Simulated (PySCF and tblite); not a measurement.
The numbers below are computed, except where a source is named.
C₇H₁₁F, numbered as in [CH2:1]=[C:2]1[CH2:3][CH2:4][CH2:5][CH2:6][C@H:7]1[F:8].

The ensemble was built from 90 distance-geometry starts (ETKDG and KDG, MMFF94s, GFN2-xTB) and rests on PBE0-D3(BJ)/def2-SVP geometries. Weights use PBE0-D3(BJ)/def2-SVPD (IEF-PCM, chloroform) energies plus GFN2-xTB zero-point and thermal terms (modes under about 100 cm⁻¹ blended into free rotors). Symmetry numbers and mirror images are counted. Conformers within 3 kcal/mol (GFN2-xTB free energy) were kept, 8 at most. GIAO shieldings: PBE0/pcSseg-1 (IEF-PCM, chloroform). Shifts are against TMS (¹H), TMS (¹³C), CFCl3 (¹⁹F) at the same level; of two unlike H on one atom, a is the less shielded. Run with PySCF (density fitting) and tblite.

Q: List the conformer-averaged shifts at 298.15 K.

A: ¹H: 5.33 (H1a, 1H), 5.23 (H1b, 1H), 4.82 (H7, 1H), 2.39 (H3a, 1H), 2.05 (H3b, 1H), 1.84 (H6a, 1H), 1.75 (H5a, 1H), 1.57 (H6b, 1H), 1.49 (H4a, 1H), 1.41 (H5b, 1H), 1.36 (H4b, 1H) ppm. ¹³C: 159.2 (C2), 114.1 (C1), 94.4 (C7), 37.5 (C6), 35.9 (C3), 30.6 (C4), 25.6 (C5) ppm. ¹⁹F: -206.0 (F8) ppm.

Q: How do the conformers differ?

A: The 6-ring runs over atoms 2–3–4–5–6–7.
| conformer | shape | weight % |
| --- | --- | --- |
| 1 | 6-ring chair (all substituents equatorial) | 65.0 |
| 2 | 6-ring chair (F8 axial) | 35.0 |

| signal | 1 | 2 | average |
| --- | --- | --- | --- |
| H1a | 5.35 | 5.30 | 5.33 |
| H1b | 5.23 | 5.25 | 5.23 |
| H3a | 2.33 | 2.50 | 2.39 |
| H3b | 2.02 | 2.10 | 2.05 |
| H4a | 1.62 | 1.24 | 1.49 |
| H4b | 1.15 | 1.73 | 1.36 |
| H5a | 1.74 | 1.77 | 1.75 |
| H5b | 1.39 | 1.44 | 1.41 |
| H6a | 2.09 | 1.37 | 1.84 |
| H6b | 1.29 | 2.09 | 1.57 |
| H7 | 4.80 | 4.84 | 4.82 |
| C1 | 111.5 | 119.0 | 114.1 |
| C2 | 159.5 | 158.5 | 159.2 |
| C3 | 36.9 | 34.0 | 35.9 |
| C4 | 30.5 | 30.9 | 30.6 |
| C5 | 27.0 | 22.8 | 25.6 |
| C6 | 37.9 | 36.9 | 37.5 |
| C7 | 94.6 | 94.0 | 94.4 |
| F8 | -207.7 | -202.9 | -206.0 |

Q: Which signal moves most, for its nucleus, between 150 and 400 K through the change of populations alone?

A: H6b: 1.46 ppm at 150 K, 1.51 ppm at 200 K, 1.54 ppm at 250 K, 1.57 ppm at 298.15 K, 1.60 ppm at 400 K.

Unscaled ¹⁹F shifts at such levels can be off by tens of ppm; differences between conformers or isomers are more reliable. Shifts are unscaled: against experiment ¹³C can be off by 15 ppm or more and ¹H by 0.8 ppm.
